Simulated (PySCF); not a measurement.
How do the members of this family differ from one of them?

PySCF, wB97X-D/def2-SVPD, density fitting, gas phase; each molecule at its own PBE0-D3(BJ)/def2-SVP geometry, one conformer. Singlet excitations by full TDDFT with frozen cores and triplets by Tamm–Dancoff TDDFT. 

Reference: `C=[CH][Al]([Cl])[Cl]`, with HOMO energy -10.45 eV, LUMO energy 0.03 eV, lowest singlet excitation 5.87 eV, lowest triplet excitation 4.14 eV, mean polarisability 74.4 au and dipole moment 2.37 D.

Changes against it:

```csv
molecule,Δ HOMO energy (eV),Δ LUMO energy (eV),Δ lowest singlet excitation (eV),Δ lowest triplet excitation (eV),Δ mean polarisability (au),Δ dipole moment (D)
[SiH3][CH2][Al]([Cl])[Cl],-0.20,+0.52,+0.77,+2.13,+15.3,-0.21
C[S][Al]([Cl])[Cl],+0.94,+0.36,-0.36,+1.11,+9.0,-0.26
C[N](C)[Al]([Cl])[Cl],+1.70,+0.67,-0.68,+0.83,+8.8,-0.03
C[C](C)(C)[Al]([Cl])[Cl],+0.92,+0.69,-0.15,+1.17,+25.1,0.00
```

Rows whose labels were lost:

```tsv
row	Δ HOMO energy (eV)	Δ LUMO energy (eV)	Δ lowest singlet excitation (eV)	Δ lowest triplet excitation (eV)	Δ mean polarisability (au)	Δ dipole moment (D)
P	+0.04	+0.52	+0.83	+2.34	+13.8	-0.15
Q	+0.97	+0.01	-0.70	-0.09	+43.3	+0.34
R	+0.64	+0.67	+0.08	+1.40	+12.9	+0.03
```

**Question.** Which row belongs to which of `CC(C)[O][Al]([Cl])[Cl]`, `C[CH](C)[Al]([Cl])[Cl]` and `[Cl][Al]([Cl])[c]1ccccc1`?

**Answer.** P = `CC(C)[O][Al]([Cl])[Cl]`, Q = `[Cl][Al]([Cl])[c]1ccccc1` and R = `C[CH](C)[Al]([Cl])[Cl]`. P and Q are told apart most clearly by the mean polarisability (+13.8 against +43.3 au); P and R are told apart most clearly by the lowest triplet excitation (+2.34 against +1.40 eV); Q and R are told apart most clearly by the mean polarisability (+43.3 against +12.9 au); P comes close to the labelled row of `[SiH3][CH2][Al]([Cl])[Cl]` in every column.

**Question.** Which row has the smallest HOMO–LUMO gap and which the largest, and does the HOMO or the LUMO shift more there?

**Answer.** Smallest, counted from the reference: `C[N](C)[Al]([Cl])[Cl]`, -1.03 eV (HOMO +1.70, LUMO +0.67), the larger shift being that of the HOMO. Largest: `[SiH3][CH2][Al]([Cl])[Cl]`, +0.72 eV (HOMO -0.20, LUMO +0.52), the larger shift being that of the LUMO.
